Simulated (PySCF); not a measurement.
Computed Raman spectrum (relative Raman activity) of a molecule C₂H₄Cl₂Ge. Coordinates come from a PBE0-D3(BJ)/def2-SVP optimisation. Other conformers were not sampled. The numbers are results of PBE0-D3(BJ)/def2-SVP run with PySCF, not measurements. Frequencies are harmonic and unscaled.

```
ν (cm⁻¹)  relative intensity
--------  ------------------
75                       3.3
415                      5.3
519                      3.8
611                      2.9
716                      5.6
741                      7.2
1261                     3.8
1408                     8.3
1687                     6.7
2195                     100
3149                      52
3183                      67
3252                      40
```

Identify the compound among the candidates.
A) Cl/C=[CH]\[GeH2][Cl]
B) C=[C](Cl)[GeH2][Cl]
C) ClC(Cl)=[CH][GeH3]
D) C=[CH][GeH]([Cl])[Cl]

D, C=[CH][GeH]([Cl])[Cl]
